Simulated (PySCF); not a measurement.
Lu(57+) (lutetium, charge +57): Hartree-Fock from Schrödinger to Dirac-Coulomb

Occupied: 1s1/2, 2s1/2, 2p1/2, 2p3/2, 3s1/2, 3p1/2. Hartree-Fock calculated with PySCF 2.14 in an even-tempered Gaussian basis (20 s from 7.5 bohr⁻², ratio 2.3; 16 p from 9 bohr⁻², ratio 2.3), Gaussian nucleus throughout. NR is non-relativistic, sf-X2C the spin-free one-electron X2C Hamiltonian, X2C adds the bare one-electron spin-orbit term, X2C-SNSO screens it by Boettger's factors, DC is four-component Dirac-Coulomb, and the Gaunt term is added at first order (total energies over the DC spinors, levels after relaxing the spinors in that mean field). QED terms are absent. Levels marked empty are virtual spinors of this ion; the basis has s and p functions only, so 3d, which can lie below the n = 4 levels, is absent.

| Hamiltonian | E (hartree) | E − E(DC) (hartree) | CPU seconds |
| --- | --- | --- | --- |
| X2C | -11012.3001 | 3.6398 | 0.55 |
| X2C-SNSO | -11011.0498 | 4.8901 | 0.47 |
| DC | -11015.9399 | 0.0000 | 31 |
| DC+Gaunt | -11002.3453 | 13.5946 | 54 |

| level (eV) | X2C | X2C-SNSO | DC | DC+Gaunt |
| --- | --- | --- | --- | --- |
| 1s1/2 | -68099.5 | -68100.8 | -68174.4 | -67959.9 |
| 2s1/2 | -15212.7 | -15213.3 | -15223.5 | -15200.2 |
| 2p1/2 | -14776.6 | -14749.1 | -14755.4 | -14715.6 |
| 2p3/2 | -13572.7 | -13582.3 | -13589.6 | -13563.4 |
| 3s1/2 | -6101.6 | -6101.8 | -6104.3 | -6098.4 |
| 3p1/2 | -5951.2 | -5944.1 | -5945.8 | -5935.6 |
| 3p3/2 (empty) | -5525.1 | -5527.6 | -5529.2 | -5522.7 |
| 4s1/2 (empty) | -3188.3 | -3188.4 | -3189.3 | -3187.0 |

```json
{"interval (eV)": "2p3/2 − 2p1/2", "X2C": "1204", "X2C-SNSO": "1167", "DC": "1166", "DC+Gaunt": "1152"}
```

Weight of the small component: 1s1/2 0.0712, 2s1/2 0.0165, 2p1/2 0.0164, 2p3/2 0.0150, 3s1/2 0.00635, 3p1/2 0.00627, 3p3/2 0.00586, 4s1/2 0.00320.

Koopmans' value for the highest occupied level at DC+Gaunt: 5935.6 eV, against an ionisation energy of 5937 ± 6 eV (theoretical estimate listed by NIST; NIST Atomic Spectra Database, ionization energies); the former lacks relaxation, correlation, QED and recoil.

The whole ladder took 94 s of wall time on 1 thread of Intel(R) Xeon(R) Platinum 8259CL CPU @ 2.50GHz (shared host), launched as `OMP_NUM_THREADS=1 python relrun2.py TASK.json OUT` (a driver that calls PySCF for each Hamiltonian).
